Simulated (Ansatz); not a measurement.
A nudged elastic band was laid between two geometries of C2H8SeSi2 (13 atoms, charge 0, multiplicity 1).

Theory: RKS PBE/def2-SVP in Ansatz.

```
movable images  : 9
climbing image  : yes
spring          : 5.0 eV/Å²
optimiser       : quadratic models (default)
start path      : IDPP
force threshold : 0.03 eV/Å
iteration limit : 46
end points      : relaxed
```

First end point:

```xyz
13
Properties=species:S:1:pos:R:3
C -1.211 1.974 -0.728
Si -0.305 0.809 0.438
C 0.428 -0.716 -0.433
Si 1.187 -2.128 0.591
Se 0.385 -0.880 -2.217
H -0.535 2.325 -1.533
H -2.069 1.462 -1.207
H -1.590 2.856 -0.171
H -1.215 0.299 1.531
H 0.847 1.504 1.127
H 0.126 -3.179 0.798
H 1.615 -1.629 1.948
H 2.359 -2.731 -0.129
```

Last end point:

```xyz
13
Properties=species:S:1:pos:R:3
C -0.969 2.086 -0.783
Si -0.224 0.847 0.420
C 0.104 -0.859 -0.355
Si 1.032 -2.198 0.626
Se -0.414 -1.239 -2.028
H -0.283 2.266 -1.635
H -1.925 1.704 -1.194
H -1.161 3.051 -0.272
H -1.132 0.613 1.604
H 1.093 1.338 0.977
H 0.418 -3.547 0.384
H 1.013 -1.885 2.102
H 2.468 -2.209 0.170
```

Problem. Which bonds break or form, and what moves?

Solution. No bond is made or broken. The dihedral Si2–C3–Si4–H11 goes from 95 to 141°.

Problem. Give the energies along the band, and the barrier.

Solution. It converged. The highest image is number 5 of 0 to 10, 0.0 kcal/mol above the ends, which have the same energy within 2 meV. The top lies less than 8 meV above the higher end, about what the thresholds resolve: the motion is nearly free. A vibrational analysis at the climbing image gives no mode beyond 40i cm⁻¹: the surface is too flat there to confirm a saddle point.

```json
{"image": "0", "path coordinate (Å)": "0.00", "energy (kcal/mol)": "0.0", "dihedral Si2–C3–Si4–H11 (°)": "95"}
{"image": "1", "path coordinate (Å)": "0.16", "energy (kcal/mol)": "0.0", "dihedral Si2–C3–Si4–H11 (°)": "99"}
{"image": "2", "path coordinate (Å)": "0.32", "energy (kcal/mol)": "0.0", "dihedral Si2–C3–Si4–H11 (°)": "104"}
{"image": "3", "path coordinate (Å)": "0.48", "energy (kcal/mol)": "0.0", "dihedral Si2–C3–Si4–H11 (°)": "109"}
{"image": "4", "path coordinate (Å)": "0.64", "energy (kcal/mol)": "0.0", "dihedral Si2–C3–Si4–H11 (°)": "113"}
{"image": "5", "path coordinate (Å)": "0.80", "energy (kcal/mol)": "0.0", "dihedral Si2–C3–Si4–H11 (°)": "118"}
{"image": "6", "path coordinate (Å)": "0.96", "energy (kcal/mol)": "0.0", "dihedral Si2–C3–Si4–H11 (°)": "122"}
{"image": "7", "path coordinate (Å)": "1.12", "energy (kcal/mol)": "0.0", "dihedral Si2–C3–Si4–H11 (°)": "127"}
{"image": "8", "path coordinate (Å)": "1.27", "energy (kcal/mol)": "0.0", "dihedral Si2–C3–Si4–H11 (°)": "131"}
{"image": "9", "path coordinate (Å)": "1.43", "energy (kcal/mol)": "0.0", "dihedral Si2–C3–Si4–H11 (°)": "136"}
{"image": "10", "path coordinate (Å)": "1.59", "energy (kcal/mol)": "0.0", "dihedral Si2–C3–Si4–H11 (°)": "141"}
```

Problem. What is the geometry of the highest image?

Solution. 
```xyz
13
Properties=species:S:1:pos:R:3
C -1.089 2.042 -0.753
Si -0.263 0.837 0.431
C 0.263 -0.792 -0.395
Si 1.107 -2.171 0.610
Se -0.014 -1.090 -2.141
H -0.405 2.305 -1.584
H -2.001 1.595 -1.194
H -1.372 2.972 -0.219
H -1.180 0.469 1.575
H 0.979 1.433 1.051
H 0.241 -3.401 0.589
H 1.309 -1.744 2.043
H 2.445 -2.490 0.001
```

Time of the run: 3.4 min on 2 threads of Arm Neoverse N1 (shared host), peak memory 0.19 GiB.
